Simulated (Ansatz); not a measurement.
Born–Oppenheimer molecular dynamics of H7N3Si (11 atoms, charge 0, multiplicity 1). It starts at the highest image of a converged band. Of that band: The profile has 2 maxima (images 4, 7) with wells between them (image 6): this band takes more than one step, which may be the mechanism or a detour left from its start path. Neighbouring images differ by up to 2.2 eV, so the band resolves the path poorly. A vibrational analysis at the climbing image gives 3 clearly imaginary modes (1500i, 142i, 74i cm⁻¹): a point of higher order. A lower path may pass nearby, or the ends, which weren't checked, may share the extra mode.

These are results of Ansatz 0.2.0, RKS B3LYP/def2-SVP, not measurements.

```
ensemble                      : NVE (velocity Verlet)
time step                     : 0.5 fs
steps asked                   : 200
starting velocities drawn for : 300 K
seed                          : 2187
```

First frame:

```xyz
11
Properties=species:S:1:pos:R:3
Si -0.262 0.069 0.373
H 0.896 -0.010 1.520
N 1.688 -0.044 0.360
H 2.180 -0.902 0.091
H 2.259 0.786 0.174
N -0.606 1.421 -0.693
H -1.418 1.311 -1.298
H -0.618 2.353 -0.286
N -0.852 -1.322 -0.481
H -1.073 -2.182 0.007
H -0.661 -1.481 -1.468
```

(1) How far do the bonds stretch over the last three quarters of this one trajectory? (Pairs bonded in most of those frames.)

## Answers

(1) 
| bond | mean (Å) | spread (Å) | shortest | longest |
| --- | --- | --- | --- | --- |
| Si1–N3 | 1.748 | 0.068 | 1.61 | 1.86 |
| Si1–N6 | 1.750 | 0.068 | 1.64 | 1.87 |
| Si1–N9 | 1.727 | 0.027 | 1.70 | 1.79 |
| N3–H4 | 1.018 | 0.005 | 1.01 | 1.03 |
| N3–H5 | 1.019 | 0.008 | 1.00 | 1.03 |
| N6–H7 | 1.020 | 0.018 | 0.99 | 1.05 |
| N6–H8 | 1.019 | 0.014 | 0.99 | 1.05 |
| N9–H10 | 1.023 | 0.011 | 1.00 | 1.06 |
| N9–H11 | 1.025 | 0.025 | 0.98 | 1.07 |

Pairs bonded in part of these frames only: Si1–H2 48 %.

Mean temperature of the second half: 1388 K. The conserved energy stayed within 0.84 meV per atom of its start (net change 0.57 meV per atom), so the integration is sound. The kinetic energy rose, since the run started high on the potential surface and went downhill. A run of 0.1 ps of so small a system gives no equilibrium averages. The orbitals stay closed-shell, which can raise the energy where a bond breaks towards radicals; this wasn't checked here.

The run took 6.2 min on 2 threads of Arm Neoverse V1, on a shared host, peak memory 0.19 GiB.
